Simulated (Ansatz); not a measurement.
One change: `Cc1cccc(C(=O)O)c1` becomes `Cc1ccccc1`.

Ansatz, PBE0-D4/def2-TZVP geometries, multiplicity 1. Each molecule was computed in one conformer, which needn't be the lowest.

| property | `Cc1cccc(C(=O)O)c1` |
| --- | --- |
| LUMO energy (PBE0/def2-TZVPP) / eV | -1.41 |
| size of the dipole moment (ωB97M-V/def2-TZVPP) / D | 2.45 |
| LUMO energy (ωB97M-V/def2-TZVPP) / eV | 0.61 |
| HOMO energy (ωB97M-V/def2-TZVPP) / eV | -9.36 |
| size of the dipole moment (PBE/def2-TZVPP) / D | 2.44 |
| HOMO–LUMO gap (ωB97M-V/def2-TZVPP) / eV | 9.97 |

Task: Give the same properties after the change, and the shifts. (Best estimate.)

Result: Computed: 
```json
{"property": "LUMO energy (PBE0/def2-TZVPP) / eV", "`Cc1ccccc1`": "-0.15", "shift": "1.26"}
{"property": "size of the dipole moment (ωB97M-V/def2-TZVPP) / D", "`Cc1ccccc1`": "0.38", "shift": "-2.07"}
{"property": "LUMO energy (ωB97M-V/def2-TZVPP) / eV", "`Cc1ccccc1`": "1.85", "shift": "1.24"}
{"property": "HOMO energy (ωB97M-V/def2-TZVPP) / eV", "`Cc1ccccc1`": "-9.02", "shift": "0.34"}
{"property": "size of the dipole moment (PBE/def2-TZVPP) / D", "`Cc1ccccc1`": "0.40", "shift": "-2.04"}
{"property": "HOMO–LUMO gap (ωB97M-V/def2-TZVPP) / eV", "`Cc1ccccc1`": "10.87", "shift": "0.90"}
```

With PBE0 the HOMO rises by 0.35 eV and the LUMO rises by 1.26 eV, so the gap widens by about 0.91 eV. PBE moves the HOMO by 0.33 eV and ωB97M-V by 0.34 eV. Dipoles are sizes alone; their direction can turn.

Positive LUMOs are unbound, so they and the gaps depend on the basis.
